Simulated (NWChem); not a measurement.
## Polarisability of hydronium (H3O (+1))

```xyz
4

O      0.0000     0.0774     0.0000
H     -0.4720    -0.2067     0.8177
H     -0.4720    -0.2067    -0.8177
H      0.9443    -0.2062     0.0000
```
Charge +1, spin multiplicity 1.

Program: NWChem. The geometry was optimised at B3LYP/def2-SVP, a minimum by its harmonic frequencies.

Basis set: aug-cc-pVDZ. Static limit.

```
method                isotropic polarisability (bohr³)  difference from CCSD linear response
--------------------  --------------------------------  ------------------------------------
CCSD linear response                              6.66                                  0.00
BHandHLYP                                         6.44                                 -0.21
PBE                                               6.77                                 +0.12
HF                                                6.24                                 -0.42
B3LYP                                             6.64                                 -0.02
```

The values span 0.54 bohr³, from HF (lowest) to PBE (highest). 

The correlated methods keep 1 core orbital frozen. B3LYP has NWChem's definition, with VWN1-RPA local correlation. Differences from the coupled-cluster row are differences between methods, not errors against experiment.
